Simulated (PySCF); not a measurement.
Ionisation energy of Sn(10+) by level of theory

Sn(10+) [Kr] 4d4 (5D) → Sn(11+) [Kr] 4d3 (4F), as a difference of total energies. Computed with PySCF 2.14 in an even-tempered Gaussian basis (21 s from 0.33 bohr⁻², ratio 2.5; 15 p from 0.43 bohr⁻², ratio 2.5; 10 d from 0.43 bohr⁻², ratio 2.5; 4 f from 2.2 bohr⁻², ratio 2.7; 4 g from 3.3 bohr⁻², ratio 2.7), with scalar relativity by spin-free X2C-1e. Correlated levels: outer shells: [Ar] 3d10 frozen; virtual orbitals above 40 to 60 times the deepest correlated orbital energy dropped. The calculations carry no spin-orbit coupling.

```csv
method,ionisation energy (eV)
UHF,207.57
LDA,208.86
PBE,208.64
PBE0,208.76
r2SCAN,208.71
MP2 (outer shells),208.59
SCS-MP2 (outer shells),208.28
```

**Question.** How much does correlation contribute at MP2 (outer shells)?

**Answer.** 208.59 − (207.57) = 1.02 eV, measured against UHF.

A first-order spin-orbit estimate (lowest level to lowest level, LS coupling) adds -0.322 eV.

For comparison: 208 ± 2.4 eV (theoretical estimate listed by NIST; NIST Atomic Spectra Database, ionization energies).
